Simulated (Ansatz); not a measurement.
[Al(CCH)4]- (C₈H₄Al⁻), relaxed as a singlet with RKS PBE-D4/def2-SVPD in Ansatz, starting from the GFN2-xTB geometry. Force threshold 0.02 eV/Å.

Start:

Cartesian coordinates in Å:
```
Al -0.003 0.010 0.004
C 0.008 -1.974 -0.207
C 0.019 -3.177 -0.344
H 0.029 -4.230 -0.466
C 0.936 0.498 1.698
C 1.509 0.791 2.723
H 2.011 1.046 3.622
C -1.889 0.665 0.075
C -3.033 1.057 0.120
H -4.036 1.398 0.160
C 0.936 0.837 -1.552
C 1.506 1.326 -2.501
H 2.006 1.754 -3.333
```

| step | energy (eV) | largest force component (eV/Å) | SCF passes |
| --- | --- | --- | --- |
| 1 | -14931.4378 | 2.773 | 17 |
| 2 | -14931.6042 | 0.195 | 19 |
| 3 | -14931.6072 | 0.009 | 20 |

Force components are those of the run's own axes.

End:

Cartesian coordinates in Å:
```
Al -0.001 0.004 0.003
C 0.006 -1.964 -0.206
C 0.013 -3.193 -0.343
H 0.021 -4.267 -0.463
C 0.931 0.494 1.680
C 1.515 0.797 2.726
H 2.026 1.060 3.642
C -1.870 0.655 0.073
C -3.038 1.058 0.119
H -4.060 1.409 0.159
C 0.929 0.830 -1.537
C 1.510 1.337 -2.504
H 2.019 1.780 -3.348
```

By distances, no bond broke or formed. The bond that changes most is C8–C9, from 1.21 to 1.24 Å (atoms count from 1).

No frequencies were taken in this run, so the end may be a saddle point.

Run time 7.5 s (4 threads of Arm Neoverse V1 on a shared host).
